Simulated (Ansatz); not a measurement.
Correlation energies of `NBC1BC1` by basis set

Z-matrix (Å, degrees):
```
C
B 1 1.544
C 1 1.559 2 118.0
B 1 1.529 2 119.1 3 -67.6
H 1 1.092 2 116.8 3 148.1
N 2 1.395 1 122.5 3 -158.5
H 2 1.203 1 120.1 3 22.0
H 3 1.086 1 115.2 2 4.3
H 3 1.087 1 118.4 2 142.3
H 4 1.184 1 147.0 2 -80.3
H 6 1.004 2 122.8 1 -178.7
H 6 1.006 2 123.5 1 0.7
```

The species carries charge 0 and has multiplicity 1. Geometry: relaxed with PBE0-D4/def2-TZVP. It is one conformer, not always the lowest. Frozen core, restricted reference, Ansatz 0.2.0. CBS rows extrapolate triple and quadruple zeta; past MP2 they add the triple-zeta difference.

| basis | HF (Eh) | MP2 corr. | CCSD corr. | (T) | CCSD(T) total |
| --- | --- | --- | --- | --- | --- |
| def2-TZVPP | -183.69280 | ? | ? | -0.03275 | ? |
| def2-QZVPP | -183.70150 | -0.79134 | – | – | – |
| CBS(def2) | ? | ? | -0.87011 | as TZ | ? |

Question: Fill in the withheld values. (Estimate.)

Answer: The calculation gave: def2-TZVPP MP2 corr.: -0.74262; def2-TZVPP CCSD corr.: -0.78529; def2-TZVPP CCSD(T) total: -184.51084; CBS(def2) HF (Eh): -183.70270; CBS(def2) MP2 corr.: -0.82743; CBS(def2) CCSD(T) total: -184.60556.
